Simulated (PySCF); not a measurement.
## Spin-rotation constants: `C[C+](C)C#CC1CC1`, [C$_{8}$H$_{11}$]+, charge +1

Molfile (atoms numbered from 1):
```
C8H11
     RDKit          3D

 19 19  0  0  0  0  0  0  0  0999 V2000
   -2.6983   -0.9044   -0.9371 C   0  0  0  0  0  0  0  0  0  0  0  0
   -1.8126   -0.0438   -0.1459 C   0  0  0  0  0  0  0  0  0  0  0  0
   -2.3915    0.9801    0.7342 C   0  0  0  0  0  0  0  0  0  0  0  0
   -0.4679   -0.1996   -0.2162 C   0  0  0  0  0  0  0  0  0  0  0  0
    0.7487   -0.3599   -0.2875 C   0  0  0  0  0  0  0  0  0  0  0  0
    2.1188   -0.5246   -0.3499 C   0  0  0  0  0  0  0  0  0  0  0  0
    3.0151    0.7194   -0.1942 C   0  0  0  0  0  0  0  0  0  0  0  0
    2.9465   -0.2322    0.9181 C   0  0  0  0  0  0  0  0  0  0  0  0
   -2.1830   -1.7607   -1.3643 H   0  0  0  0  0  0  0  0  0  0  0  0
   -3.5513   -1.2275   -0.3389 H   0  0  0  0  0  0  0  0  0  0  0  0
   -3.1201   -0.3129   -1.7561 H   0  0  0  0  0  0  0  0  0  0  0  0
   -1.7259    1.8291    0.8773 H   0  0  0  0  0  0  0  0  0  0  0  0
   -3.3663    1.3076    0.3783 H   0  0  0  0  0  0  0  0  0  0  0  0
   -2.5475    0.5316    1.7213 H   0  0  0  0  0  0  0  0  0  0  0  0
    2.4713   -1.3141   -1.0025 H   0  0  0  0  0  0  0  0  0  0  0  0
    3.8824    0.7297   -0.8364 H   0  0  0  0  0  0  0  0  0  0  0  0
    2.5143    1.6712   -0.1012 H   0  0  0  0  0  0  0  0  0  0  0  0
    2.3949    0.0380    1.8059 H   0  0  0  0  0  0  0  0  0  0  0  0
    3.7628   -0.9178    1.0876 H   0  0  0  0  0  0  0  0  0  0  0  0
  1  2  1  0
  2  3  1  0
  2  4  1  0
  4  5  3  0
  5  6  1  0
  6  7  1  0
  7  8  1  0
  8  6  1  0
  1  9  1  0
  1 10  1  0
  1 11  1  0
  3 12  1  0
  3 13  1  0
  3 14  1  0
  6 15  1  0
  7 16  1  0
  7 17  1  0
  8 18  1  0
  8 19  1  0
M  CHG  1   2   1
M  END
```

Method: GIAO B3LYP/pcseg-1 magnetisability, rotational g tensor and spin-rotation constants, non-relativistic, gas phase in PySCF. Geometry: GFN2-xTB.

For an ion the centre-of-mass motion in the field is neglected.

(1) Give the nuclear spin-rotation constants along the inertial axes (H = +C I·J) beside the isotropic shieldings.

Answers

(1) Rotational constants 5.4448, 0.8563, 0.7918 GHz. A star marks the isotopologue with that one atom substituted, in its own axes.
| atom | isotope | Caa (kHz) | Cbb (kHz) | Ccc (kHz) | mean (kHz) | σ (ppm) |
| --- | --- | --- | --- | --- | --- | --- |
| H9 | 1H | -0.519 | 0.005 | -0.100 | -0.205 | 28.4 |
| H10 | 1H | -0.122 | -0.106 | -0.059 | -0.096 | 28.4 |
| H11 | 1H | -0.489 | -0.106 | -0.013 | -0.202 | 28.6 |
| H12 | 1H | -0.371 | -0.044 | -0.083 | -0.166 | 28.7 |
| H13 | 1H | 0.061 | -0.102 | -0.087 | -0.043 | 28.4 |
| H14 | 1H | -0.704 | -0.085 | -0.003 | -0.264 | 28.8 |
| H15 | 1H | -0.556 | 0.000 | -0.101 | -0.219 | 28.8 |
| H16 | 1H | -0.196 | -0.088 | -0.065 | -0.116 | 28.7 |
| H17 | 1H | -0.490 | -0.046 | -0.068 | -0.201 | 29.2 |
| H18 | 1H | -0.484 | -0.041 | -0.073 | -0.200 | 29.2 |
| H19 | 1H | -0.206 | -0.090 | -0.061 | -0.119 | 28.6 |
| C1 | 13C* | 1.040 | 0.131 | 0.115 | 0.429 | 151.0 |
| C2 | 13C* | 3.903 | 0.482 | 0.099 | 1.495 | -49.4 |
| C4 | 13C* | 0.920 | 0.296 | 0.263 | 0.493 | 74.3 |
| C5 | 13C* | 3.058 | 0.427 | 0.256 | 1.247 | -43.5 |
| C6 | 13C* | 0.815 | 0.137 | 0.084 | 0.345 | 167.2 |
| C7 | 13C* | 0.742 | 0.123 | 0.167 | 0.344 | 150.6 |

For the geometry as given, no vibrational averaging.
